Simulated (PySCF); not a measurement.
Static response to an electric field

C5H2F4O2.
SMILES with atom numbers: `[F:1][C:2]1=[C:3]([C:4]([F:5])([F:6])[F:7])[O:8][CH:9]=[CH:10][O:11]1` (hydrogens: H12 on C9; H13 on C10)

Geometry (GFN2-xTB, Å), atoms numbered from 1 in this order:
```xyz
13
C5H2F4O2 angstrom
F     -1.035    0.312    2.100
C     -0.168    0.120    1.122
C     -0.512   -0.336   -0.081
C     -1.899   -0.698   -0.534
F     -2.813   -0.562    0.426
F     -2.294    0.066   -1.562
F     -1.959   -1.967   -0.957
O      0.428   -0.529   -1.098
C      1.707   -0.186   -0.714
C      2.026    0.266    0.483
O      1.086    0.446    1.509
H      2.415   -0.332   -1.511
H      3.015    0.539    0.797
```

Level: PBE0/def2-SVPD (PySCF), static field, nuclei fixed, core orbitals frozen in the response. The polarisability tensor in these axes (au):

```
x   74.59  5.30  2.74
y    5.30 50.80  8.14
z    2.74  8.14 70.42
```

Problem. Diagonalise the tensor; give its mean and Δα, where Δα² is half the sum of the squared differences of the eigenvalues.

Solution. Principal values 47.25, 69.86 and 78.71 au; mean 65.27 au = 9.67 Å³ = 10.76 × 10⁻⁴⁰ C²·m²/J; Δα = 28.10 au (43 % of the mean).

Problem. What is the dipole moment, and where does it point?

Solution. (3.52, 0.57, 0.00) D, 3.57 D in size, pointing from the negative to the positive side. Measured along this direction, the outermost atoms are F5 at the negative end and H13 at the positive end.

Problem. Molar refractivity from α?

Solution. Lorentz–Lorenz: R = (4π/3)N_A α = 2.5225 cm³/(mol·Å³) × 9.67 Å³ = 24.4 cm³/mol, in the limit of long wavelengths.

Problem. In a dilute gas of rigid molecules at 500 K, how does the orientational term μ²/3kT compare with the electronic polarisability?

Solution. In Gaussian units μ²/3kT = 61.50 Å³ against 9.67 Å³, a ratio of 6.36; the Debye molar polarisation (4π/3)N_A(α + μ²/3kT) is 179.5 cm³/mol, leaving out the vibrational part.

Problem. Find the Langevin capture rate constant for NO+ (29.998 u) meeting this molecule (169.999 u), k = 2.342 × 10⁻⁹ cm³/s × √(α in Å³ / reduced mass in u).

Solution. The reduced mass is 25.50 u, so k = 1.44 × 10⁻⁹ cm³/s. The formula leaves out the permanent dipole, which adds to the capture rate.

Geometry: GFN2-xTB; no solvent, vibrations or thermal averaging.

These values come from a run that also computed excited states. Time: 91 s; peak memory 1.0 GiB. Hardware: one thread of an Arm Neoverse N1, no GPU, on a shared host.
